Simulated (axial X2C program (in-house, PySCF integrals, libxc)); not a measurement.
# BaH⁻ at several levels of theory

Calculated with an in-house all-electron X2C program for linear molecules (integrals from PySCF). Spin-free means the one-electron spin-free X2C Hamiltonian; two-component (2c) means X2C with spin–orbit coupling and atomic mean-field two-electron Coulomb and Gaunt terms, so the difference of the two also holds small scalar two-electron terms. Basis: Ba dyall-av3z [15s15p10d4f], H dyall-av3z [7s3p2d] (cores contracted in-house); Gaussian nuclei, density fitting, unrestricted open shells. Masses: Ba 137.905 u, H 1.008 u.

The run was started with this input:
```json
{"zs": [56, 1], "q": -1, "bas": ["dyall-av3z", "dyall-av3z"], "levels": ["PBE0", "HF", "r2SCAN0", "TPSSh"], "cc": false, "r0": 2.28, "npts": 10, "nst": 2, "ntry": 6}
```
```bash
python so2c.py task.json out
```

Keys: zs atomic numbers; q charge; bas basis sets; levels methods; cc coupled cluster on or off; r0 starting distance in Å; npts points on the curve; nst determinants followed; ntry starts of the search. HF also brings MP2.

State, spin-free: M_S = 0, Λ = 0 (closed shell); electrons by block: σα: 13, σβ: 13, π+α: 6, π+β: 6, π-α: 6, π-β: 6, δ+α: 2, δ+β: 2, δ-α: 2, δ-β: 2. Fragments: Ba + H- for PBE0, MP2, r2SCAN0, TPSSh; Ba- + H for HF.

State, 2c: Ω = 0 (closed shell); electrons by block: 1/2: 19, -1/2: 19, 3/2: 8, -3/2: 8, 5/2: 2, -5/2: 2. Fragments: Ba + H- for PBE0, MP2, r2SCAN0, TPSSh; Ba- + H for HF.

```
Hamiltonian    level  Re (Å)  ωe (cm⁻¹)  ωexe (cm⁻¹)  Be (cm⁻¹)  αe (cm⁻¹)  De (eV)  k (mdyn/Å)  μ (D)
  spin-free     PBE0   2.319     1011.9         17.2      3.134     0.0798     2.26       0.604   1.48
  spin-free       HF   2.404      969.4         15.6      2.916     0.0699      n/a       0.554   2.67
  spin-free      MP2   2.354      983.9         16.3      3.042     0.0748     2.06       0.571    n/a
  spin-free  r2SCAN0   2.321     1020.2         16.8      3.128      0.078     2.33       0.614   1.52
  spin-free    TPSSh   2.312     1035.3         17.2      3.152     0.0774     2.39       0.632   1.82
         2c     PBE0   2.317     1012.5         17.2       3.14     0.0795     2.27       0.604   1.49
         2c       HF   2.402      969.7         15.6       2.92     0.0698      n/a       0.554   2.67
         2c      MP2   2.352      984.3         16.3      3.047     0.0747     2.06       0.571    n/a
         2c  r2SCAN0   2.319     1020.6         16.8      3.134     0.0778     2.33       0.614   1.52
         2c    TPSSh   2.310     1035.6         17.2      3.158     0.0771     2.39       0.632   1.82
```

Correlated methods: 12 electrons correlated (number of frozen shells: Ba 4 s, 3 p, 2 d; H none), 230 virtual spin orbitals or spinors in MP2.

Dipoles are positive if H is the positive end and refer to the centre of mass.

The state is a single determinant with fixed occupations, the lowest that a limited PBE0 search found. The closed shell is kept restricted, so the energy runs too high when the bond is stretched far. De is counted from the lowest determinant-based energies of the atoms at the same level, without counterpoise correction. De is not given where an atomic determinant may have missed its ground term or J level, or where the truncated virtual space spoils (T). PBE0 can misorder states that lie within some tenths of an eV, so this need not be the ground state of the molecule. The nearest other spin-free determinant of the search, M_S = 1, Λ = 1, lies 0.50 eV up at the distance of the search. The highest occupied level of some functionals is positive through self-interaction error; at Hartree–Fock it is bound.

Rough cost a point (2c) on 1 thread(s) of a shared host, integrals apart: PBE0 1.4 s, HF 0.9 s, r2SCAN0 2.3 s, TPSSh 2.4 s.

The whole task took 3.8 min on 1 thread of Arm Neoverse N1, on a shared host.
